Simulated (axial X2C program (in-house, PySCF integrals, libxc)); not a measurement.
**Outer orbitals of PdP at 2.154 Å, BP86**

All values were computed with an axial X2C code built on PySCF integrals. Spin-free means the one-electron spin-free X2C Hamiltonian; two-component (2c) means X2C with spin–orbit coupling and atomic mean-field two-electron Coulomb and Gaunt terms, so the difference of the two also holds small scalar two-electron terms. Basis: Pd dyall-cv3z [12s12p8d5f3g], P dyall-v3z [8s7p2d1f] (cores contracted in-house); Gaussian nuclei, density fitting, unrestricted open shells. Masses: Pd 105.903 u, P 30.974 u.

The distance is close to the 2c PBE0 minimum; the highest filled and lowest empty levels are listed.

Spin-free orbitals, state M_S = 3/2, Λ = 0 (beyond evenly filled blocks: σα, π+α, π-α) (Löwdin shares):

```csv
symmetry,occupied,ε (eV),atomic character
σα,yes,-14.58,"67% P s, 12% Pd d, 11% Pd p"
σβ,yes,-13.15,"62% P s, 15% Pd d, 11% Pd p"
σα,yes,-8.19,"58% Pd d, 33% P p, 6% P s"
π+α,yes,-7.74,"76% Pd d, 21% P p"
π-α,yes,-7.74,"76% Pd d, 21% P p"
σβ,yes,-7.47,"60% Pd d, 27% P p, 9% P s"
π-β,yes,-7.07,"86% Pd d, 11% P p"
π+β,yes,-7.07,"86% Pd d, 11% P p"
δ+α,yes,-6.51,100% Pd d
δ-α,yes,-6.51,100% Pd d
δ+β,yes,-6.08,100% Pd d
δ-β,yes,-6.08,100% Pd d
σα,yes,-5.70,"37% P p, 35% Pd s, 26% Pd d"
π-α,yes,-5.09,"61% P p, 26% Pd d, 9% Pd p"
π+α,yes,-5.09,"61% P p, 26% Pd d, 9% Pd p"
σβ,no,-4.82,"39% P p, 37% Pd s, 22% Pd d"
π+β,no,-3.62,"67% P p, 15% Pd d, 14% Pd p"
π-β,no,-3.62,"67% P p, 15% Pd d, 14% Pd p"
σα,no,-2.87,"38% Pd s, 37% Pd p, 16% P p"
```

Spinors with spin–orbit coupling (state Ω = 3/2):

| ω | occupied | ε (eV) | atomic character | λ mixture |
| --- | --- | --- | --- | --- |
| 1/2 | yes | -14.58 | 66% P s, 13% Pd d, 11% Pd p | 100% σ |
| -1/2 | yes | -13.17 | 62% P s, 15% Pd d, 11% Pd p | 100% σ |
| 1/2 | yes | -8.22 | 59% Pd d, 31% P p, 6% P s | 98% σ, 2% π |
| -1/2 | yes | -7.87 | 76% Pd d, 20% P p | 88% π, 12% σ |
| 3/2 | yes | -7.70 | 75% Pd d, 22% P p | 99% π, 1% δ |
| -1/2 | yes | -7.45 | 60% Pd d, 28% P p, 8% P s | 88% σ, 12% π |
| 1/2 | yes | -7.16 | 85% Pd d, 12% P p | 98% π, 2% σ |
| -3/2 | yes | -7.09 | 88% Pd d, 9% P p | 87% π, 13% δ |
| -3/2 | yes | -6.63 | 97% Pd d | 86% δ, 14% π |
| 5/2 | yes | -6.35 | 100% Pd d | 100% δ |
| 3/2 | yes | -6.27 | 98% Pd d | 98% δ, 2% π |
| -5/2 | yes | -5.93 | 100% Pd d | 100% δ |
| 1/2 | yes | -5.69 | 37% P p, 35% Pd s, 26% Pd d | 100% σ, 0% π |
| -1/2 | yes | -5.14 | 62% P p, 24% Pd d, 9% Pd p | 97% π, 3% σ |
| 3/2 | yes | -5.04 | 60% P p, 27% Pd d, 8% Pd p | 99% π, 1% δ |
| -1/2 | no | -4.83 | 38% P p, 36% Pd s, 23% Pd d | 97% σ, 3% π |
| 1/2 | no | -3.67 | 67% P p, 14% Pd d, 14% Pd p | 100% π |
| -3/2 | no | -3.60 | 67% P p, 15% Pd d, 14% Pd p | 100% π |
| 1/2 | no | -2.86 | 38% Pd s, 37% Pd p, 16% P p | 100% σ |

**Question.** How does the gap between the highest filled and lowest empty level change from the spin-free to the 2c table?

**Answer.** From 0.27 to 0.21 eV at BP86, a change of -0.06 eV.

Mulliken charges and populations of the two-component result (they depend on the basis, above all on diffuse functions):

Pd 0.09 e (s 8.49 p 18.15 d 19.25 f 0.01), P -0.09 e (s 5.91 p 9.09 d 0.08 f 0.01). ⟨Lz⟩ = 0.03 ħ and ⟨Sz⟩ = 1.47 ħ (0.43 and 1.04 on the two atoms), which add up to Ω.

The state is a single determinant with fixed occupations, the lowest that a limited PBE0 search found. Density functionals use the spin component along the axis (collinear). Other states lie close and PBE0, whose exact exchange favours high spin, may order them wrongly; the determinant shown need not be the ground state. The nearest other spin-free determinant of the search, M_S = 1/2, Λ = 0, lies 0.25 eV up at the distance of the search. With several unpaired electrons one determinant need not be a pure state. This is the top spin component of a Σ state; components of lower Ω are not single determinants and can lie lower.
